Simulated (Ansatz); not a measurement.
`[OH][GeH]([OH])[Cl]` + `CO[SiH](C)[SiH3]` → `C[O][GeH]([OH])[Cl]` + `C[SiH](O)[SiH3]`  (redistribution)

Computed with Ansatz on PBE0-D4/def2-TZVP structures; ΔE is electronic, products minus reactants. CBS: MP2 limit from def2 TZ/QZ plus the TZ coupled-cluster correction, frozen cores. DFT in def2-TZVPP. B3LYP here is the variant with VWN-RPA as its local correlation; programs differ in this. For Ge outer-core shells are correlated without core-valence functions, which leaves a few kJ/mol of doubt a bond. Scalar relativity is left out up to krypton. One conformer a species, not always the lowest.

`[OH][GeH]([OH])[Cl]`:

Z-matrix (Å, degrees):
```
Ge
O 1 1.752
Cl 1 2.153 2 111.1
O 1 1.762 2 107.9 3 -115.9
H 1 1.523 2 107.5 3 120.2
H 2 0.961 1 112.7 3 72.2
H 4 0.961 1 112.5 2 135.0
```

`CO[SiH](C)[SiH3]`:

Z-matrix (Å, degrees):
```
C
O 1 1.407
H 1 1.092 2 108.4
H 1 1.096 2 111.5 3 119.2
H 1 1.097 2 111.6 3 -119.3
Si 2 1.651 1 122.7 3 171.2
Si 6 2.341 2 105.7 1 -173.4
C 6 1.870 2 112.1 1 64.4
H 6 1.497 2 109.0 1 -54.9
H 7 1.490 6 109.6 2 178.6
H 7 1.489 6 110.8 2 -62.4
H 7 1.488 6 111.4 2 58.7
H 8 1.092 6 111.3 2 59.6
H 8 1.094 6 110.0 2 179.4
H 8 1.093 6 111.3 2 -61.4
```

`C[O][GeH]([OH])[Cl]`:

Z-matrix (Å, degrees):
```
C
O 1 1.413
H 1 1.095 2 111.8
H 1 1.097 2 111.9 3 -122.2
H 1 1.091 2 107.5 3 119.1
Ge 2 1.758 1 121.0 3 58.0
Cl 6 2.153 2 107.2 1 -52.2
O 6 1.750 2 106.3 1 -170.6
H 6 1.526 2 114.8 1 69.1
H 8 0.961 6 112.6 2 47.6
```

`C[SiH](O)[SiH3]`:

```xyz
12

C     1.130   -0.495    1.200
Si   -0.170    0.534    0.338
O    -1.656    0.391    1.055
Si   -0.469   -0.145   -1.883
H     0.858   -1.553    1.201
H     1.262   -0.175    2.238
H     2.094   -0.391    0.694
H     0.278    1.961    0.371
H    -1.766    0.767    1.930
H    -0.898   -1.569   -1.950
H     0.823   -0.018   -2.616
H    -1.484    0.692   -2.577
```

| level | ΔE (kJ/mol) | difference from CCSD(T)/CBS |
| --- | --- | --- |
| B3LYP-D4 | 3.4 | 1.4 |
| B2PLYP | 2.6 | 0.6 |
| PBE | 3.0 | 1.0 |
| r2SCAN | 2.7 | 0.7 |
| SCS-MP2/def2-TZVPP | 2.3 | 0.3 |
| CCSD(T)/def2-TZVPP | 2.2 | 0.2 |
| HF/def2-QZVPP | 3.5 | 1.5 |
| SCS-MP2/def2-QZVPP | 2.3 | 0.3 |
| HF/CBS(def2) | 3.5 | 1.5 |
| MP2/CBS(def2) | 1.9 | -0.1 |
| CCSD(T)/CBS | 2.0 | 0 |

Largest T1 diagnostic among the species: 0.012.
